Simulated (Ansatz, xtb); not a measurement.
# Relative energy of two isomers of C6H8S

Structure X: `Cc1cscc1C`, a singlet. Structure Y: `Cc1csc(C)c1`, a singlet. Both are isolated molecules in the gas phase, relaxed with PBE-D3(BJ)/def2-SVP.

**Question.** Which of the two would you expect CCSD(T)/def2-SVP + ΔMP2/def2-TZVPP electronic energies to favour?

**Answer.** CCSD(T)/def2-SVP + ΔMP2/def2-TZVPP gives E(Y) − E(X) = +2.46 kJ/mol, slightly favouring structure X, which is too small a margin to settle the true order.

Level by level:

| level | geometry | E(Y) − E(X) (kJ/mol) | departure from the last row (kJ/mol) | job, with rough time for the two |
| --- | --- | --- | --- | --- |
| GFN2-xTB | GFN2-xTB | +2.68 | +0.22 | optimisation, 0.15 s |
| HF/STO-3G | GFN2-xTB | −1.76 | −4.22 | single point, 0.54 s |
| r2SCAN-D4/def2-SVP | GFN2-xTB | +0.42 | −2.04 | single point, 7.2 s |
| PBE-D3(BJ)/def2-SVP | PBE-D3(BJ)/def2-SVP | +0.89 | −1.57 | optimisation, 34 s |
| HF/def2-SVP | PBE-D3(BJ)/def2-SVP | −2.53 | −4.99 | part of the CCSD(T) run |
| MP2/def2-SVP | PBE-D3(BJ)/def2-SVP | +1.05 | −1.41 | part of the CCSD(T) run |
| CCSD(T)/def2-SVP | PBE-D3(BJ)/def2-SVP | +0.56 | −1.90 | single point |
| CCSD(T)/def2-SVP + ΔMP2/def2-TZVPP | PBE-D3(BJ)/def2-SVP | +2.46 |  | single point, 2.3 min |

As drawn, both hold the same kinds of bond in the same numbers.

The largest departure from CCSD(T)/def2-SVP + ΔMP2/def2-TZVPP is that of HF/def2-SVP, 4.99 kJ/mol. The last row adds to CCSD(T) the change of the MP2 difference between the two basis sets, here +1.90 kJ/mol.

With thermal terms from frequencies at re-optimised GFN2-xTB minima (ideal gas, soft modes damped towards free rotors, one conformer each, 298.15 K, 1 atm): on the last row, ΔE + ΔZPE = +1.75, ΔH = +2.36, ΔG = −1.66 kJ/mol.

The correlated steps freeze 11 core orbitals. Codes used: Ansatz 0.2.0, xtb 6.7.1; the last row on 2 threads of Arm Neoverse V2 on a shared host.
